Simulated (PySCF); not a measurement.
**Peak assignment**

Geometry:
```json
{"atom": "C1", "x (Å)": "1.306", "y (Å)": "2.296", "z (Å)": "-0.189"}
{"atom": "C2", "x (Å)": "0.612", "y (Å)": "1.316", "z (Å)": "-0.148"}
{"atom": "C3", "x (Å)": "-0.313", "y (Å)": "0.246", "z (Å)": "-0.136"}
{"atom": "C4", "x (Å)": "-0.093", "y (Å)": "-1.052", "z (Å)": "0.129"}
{"atom": "O5", "x (Å)": "1.028", "y (Å)": "-1.691", "z (Å)": "0.496"}
{"atom": "C6", "x (Å)": "2.233", "y (Å)": "-0.964", "z (Å)": "0.613"}
{"atom": "O7", "x (Å)": "-1.607", "y (Å)": "0.681", "z (Å)": "-0.493"}
{"atom": "C8", "x (Å)": "-2.645", "y (Å)": "0.175", "z (Å)": "0.186"}
{"atom": "F9", "x (Å)": "-3.650", "y (Å)": "1.062", "z (Å)": "0.162"}
{"atom": "F10", "x (Å)": "-3.144", "y (Å)": "-0.950", "z (Å)": "-0.402"}
{"atom": "H11", "x (Å)": "1.953", "y (Å)": "3.121", "z (Å)": "-0.213"}
{"atom": "H12", "x (Å)": "-0.912", "y (Å)": "-1.757", "z (Å)": "0.066"}
{"atom": "H13", "x (Å)": "2.986", "y (Å)": "-1.693", "z (Å)": "0.909"}
{"atom": "H14", "x (Å)": "2.152", "y (Å)": "-0.185", "z (Å)": "1.374"}
{"atom": "H15", "x (Å)": "2.513", "y (Å)": "-0.508", "z (Å)": "-0.339"}
{"atom": "H16", "x (Å)": "-2.425", "y (Å)": "-0.089", "z (Å)": "1.240"}
```

Theoretical values (PySCF): GFN2-xTB geometry, NMR shieldings at PBE0/pcSseg-1/GIAO. One conformer, fast rotation and ring inversion assumed for equivalent nuclei, non-relativistic Hamiltonian, gas phase.

References, each an isolated molecule treated in the same way: ¹³C and ¹H against TMS.

Question: Assign these signals to the numbered atoms. ¹³C{¹H} NMR (computed): δ 155.3 (CH), 126.4 (C), 124.9 (CH), 95.7 (CH), 81.6 (C), 59.5 (CH3).

Answer: 
| δ (ppm) | atoms | environment | reason |
| --- | --- | --- | --- |
| 155.3 | C4 | alkene carbon bearing oxygen | an sp2 carbon further deshielded by the attached heteroatom |
| 126.4 | C3 | alkene carbon bearing oxygen | – |
| 124.9 | C8 | sp3 CH bonded to 2 F and O | 3 electronegative neighbours deshield it |
| 95.7 | C1 | terminal alkyne carbon | the triple bond shields along its axis, which puts it between sp3 and sp2 carbons |
| 81.6 | C2 | alkyne carbon | sp carbons lie upfield of alkene carbons because the cylindrical π system leaves one tensor component strongly shielded |
| 59.5 | C6 | methyl carbon bonded to O | pulled downfield by the heteroatom |

C3 and C8 lie closer than the usual error of such a calculation, so a measured spectrum could show them in the other order.

Question: Assign these signals to the numbered atoms. ¹H NMR (600 MHz, computed): δ 7.07 (s, 1H), 6.18 (m, 1H), 4.31 (s, 3H), 3.15 (s, 1H).

Answer: 
7.07 → H12, hydrogen on an alkene carbon bearing oxygen: olefinic region
6.18 → H16, hydrogen on an sp3 CH bonded to 2 F and O: its carbon carries F and O, hence the downfield position
4.31 → H13/H14/H15, hydrogen on a methyl carbon bonded to O: its carbon carries O, an electronegative neighbour
3.15 → H11, hydrogen on a terminal alkyne carbon: it lies on the axis of the triple bond, in its shielding cone

Splittings by ¹⁹F in the carbon and heteronuclear signals aren't shown, as no couplings were computed. Shifts are as computed. Against solution values, carbons near 30 ppm lie about +3 ppm off and those near 130 ppm about +5 ppm. Of 1211 compounds with measured shifts, 218 miss one by over three times the rms of a fit or turn the order of signals round; such compounds aren't used in these exercises. Multiplicities follow the n + 1 count of equivalent neighbours, as no J values were calculated; m marks all less simple cases, F and P coupling included.
